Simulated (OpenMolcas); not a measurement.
# Kr2+: effect of the basis set

- Program: OpenMolcas 26.06
- Method: SS-CASPT2, IPEA 0.25 Eh, imaginary shift 0.1 Eh (closed shells correlated: 3d 4s)
- Active space: 4 electrons in 3 orbitals (4p)
- State averaging: 2S+1 = 3 even, 3 roots; 2S+1 = 1 even, 6 roots
- Spin-orbit coupling: RASSI with atomic mean-field integrals over the reference wave functions, term energies averaged over their components

A. ANO-RCC-VDZP [5s4p2d], DKH2, point nucleus; CASPT2 step about 0.6 core-seconds
B. ANO-R1 [5s4p3d1f], X2C, finite nucleus; CASPT2 step about 0.9 core-seconds
C. ANO-RCC-VTZP [6s5p3d1f], DKH2, point nucleus; CASPT2 step roughly 0.8 core-seconds
D. ANO-RCC-VQZP [7s6p4d2f1g], DKH2, point nucleus; CASPT2 step of the order of 1 core-seconds
E. ANO-R2 [6s5p4d3f1g], X2C, finite nucleus; CASPT2 step roughly 2.6 core-seconds
F. ANO-R3 [7s6p5d4f2g1h], X2C, finite nucleus; CASPT2 step of the order of 3 core-seconds

Energies in cm⁻¹ above 4s² 4p⁴ ³P₂, the measured ground level; measured values from Saloman, J. Phys. Chem. Ref. Data 36, 215 (2007).

| Level | A | B | C | D | E | F | Measured |
| --- | --- | --- | --- | --- | --- | --- | --- |
| 4s² 4p⁴ ³P₂ | 0.0 | 0.0 | 0.0 | 0.0 | 0.0 | 0.0 | 0.0 |
| 4s² 4p⁴ ³P₁ | 4300 | 4400 | 4140 | 4190 | 4140 | 4190 | 4548 |
| 4s² 4p⁴ ³P₀ | 5190 | 5290 | 5020 | 5050 | 5000 | 5040 | 5313 |
| 4s² 4p⁴ ¹D₂ | 16040 | 16040 | 15040 | 14690 | 14750 | 14520 | 14644 |
| 4s² 4p⁴ ¹S₀ | 34670 | 34880 | 34350 | 33770 | 33860 | 33410 | 33080 |

Deviations, from unrounded energies. A percentage is the sum of absolute deviations over the sum of measured energies, with the sign that they share, or ± where signs differ.

```csv
Against measurement,Levels,A,B,C,D,E,F
mean absolute deviation (cm-1),4,840,840,590,340,400,270
fine structure of the ground term (%),2,-3.8,-1.8,-7.1,-6.3,-7.3,-6.4
other terms of the ground configuration (%),2,+6.3,+6.7,+3.5,+1.5,+1.8,±0.9
```

F lies closest to measurement on these levels and B furthest from it. The largest miss of F in the table is 4s² 4p⁴ ³P₁, by -360 cm-1. The ranking rests on the paired levels alone, and a cruder setting can come out closer through cancelling errors.

Among A to F the level of the table that moves most is 4s² 4p⁴ ¹D₂, by 1500 cm-1 (lowest in F, highest in B). Moves below CASPT2's spread within the term are not significant.

CASPT2 does not keep the components of a term degenerate, so their means are used; among the terms shown or strongly mixed into the levels shown the widest spread is 170 cm-1 (4s² 4p⁴ ¹D, F). With the s shell closed, the reference lacks s² → p² mixing. Measured partners are found by configuration, term and J. A level has none where our copy of the source lacks it or the pairing is in doubt (some pairs that miss far off the trend of their configuration count as doubtful), and it then counts in no deviation. Only configurations of the active space appear.
